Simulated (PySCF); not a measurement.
**Fractional electron number in Fe²⁺ (iron, charge +2)**

The 3d beta orbital of [Ar] 3d6 is emptied in steps (occupation f), with all orbitals relaxed, ending at [Ar] 3d5. All numbers are calculated (PySCF 2.14, no relativity, point nucleus, in def2-TZVP). The exact energy is a straight line in f; departures are measured from the line between the end points of the same method.

```csv
f,UHF (eV),LDA (eV),PBE (eV)
1,0.000,0.000,0.000
0.75,0.478,-1.528,-1.489
0.5,0.603,-2.062,-2.006
0.25,0.429,-1.564,-1.517
0,0.000,0.000,0.000
```

| method | E(f=0) − E(f=1) (eV) | −ε at f=1 (eV) | −ε at f=0.5 (eV) |
| --- | --- | --- | --- |
| UHF | 28.497 | 31.201 | 28.367 |
| LDA | 31.813 | 23.773 | 31.715 |
| PBE | 31.633 | 23.778 | 31.557 |

Orbital energy along the path (eV):

```
   f      UHF      LDA      PBE
   1  -31.201  -23.773  -23.778
0.75  -29.663  -27.662  -27.598
 0.5  -28.367  -31.715  -31.557
0.25  -27.264  -35.916  -35.631
   0  -26.317  -40.245  -39.780
```

Reference removal energy between the ground levels: 30.651 ± 0.012 eV (measured; NIST Atomic Spectra Database, ionization energies). The calculation has no spin-orbit coupling. The determinant left behind need not be the lowest term of the ion. UHF lacks correlation.
